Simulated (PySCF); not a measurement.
# Shifts of the heteroatoms

Geometry:
```json
{"atom": "C1", "x (Å)": "-2.607", "y (Å)": "-0.299", "z (Å)": "-0.085"}
{"atom": "C2", "x (Å)": "-1.132", "y (Å)": "-0.042", "z (Å)": "0.090"}
{"atom": "O3", "x (Å)": "-0.657", "y (Å)": "0.619", "z (Å)": "-1.082"}
{"atom": "C4", "x (Å)": "0.660", "y (Å)": "0.739", "z (Å)": "-1.283"}
{"atom": "O5", "x (Å)": "1.100", "y (Å)": "1.471", "z (Å)": "-2.119"}
{"atom": "C6", "x (Å)": "1.555", "y (Å)": "-0.101", "z (Å)": "-0.388"}
{"atom": "C7", "x (Å)": "2.093", "y (Å)": "0.699", "z (Å)": "0.786"}
{"atom": "O8", "x (Å)": "0.935", "y (Å)": "-1.309", "z (Å)": "0.043"}
{"atom": "C9", "x (Å)": "-0.360", "y (Å)": "-1.321", "z (Å)": "0.381"}
{"atom": "O10", "x (Å)": "-0.857", "y (Å)": "-2.282", "z (Å)": "0.889"}
{"atom": "H11", "x (Å)": "-3.004", "y (Å)": "-0.796", "z (Å)": "0.809"}
{"atom": "H12", "x (Å)": "-3.135", "y (Å)": "0.650", "z (Å)": "-0.246"}
{"atom": "H13", "x (Å)": "-2.777", "y (Å)": "-0.954", "z (Å)": "-0.951"}
{"atom": "H14", "x (Å)": "-0.974", "y (Å)": "0.629", "z (Å)": "0.957"}
{"atom": "H15", "x (Å)": "2.392", "y (Å)": "-0.421", "z (Å)": "-1.024"}
{"atom": "H16", "x (Å)": "2.758", "y (Å)": "0.064", "z (Å)": "1.389"}
{"atom": "H17", "x (Å)": "2.663", "y (Å)": "1.562", "z (Å)": "0.414"}
{"atom": "H18", "x (Å)": "1.287", "y (Å)": "1.072", "z (Å)": "1.436"}
```

Non-relativistic Hamiltonian, gas phase, equivalent nuclei averaged, one conformer. Structure optimised with PBE0-D3(BJ)/def2-SVP; shieldings: GIAO PBE0/pcSseg-1; PySCF 2.14.0 with density-fitted response routines.

Question: Where does 17O resonate?

Answer: 
```tsv
atoms	environment	σ (ppm)	δ (ppm)
O5/O10	ester carbonyl oxygen	-113.6	365.4
O3/O8	ester alkoxy oxygen	111.5	164.7
```

Shieldings were converted by a linear fit to measured shifts: 17O: δ = 264.06 − 0.892σ (rms 13.4 ppm, 147 shifts, 14.2 ppm with the 1 outlier that the fit left out vs liquid water, solution or neat liquid). Occasional misses reach two or three times the rms, and more in compound classes unlike the fitted ones.

On a 300 MHz spectrometer 17O resonates near 40.7 MHz, so 1 ppm is 40.7 Hz.
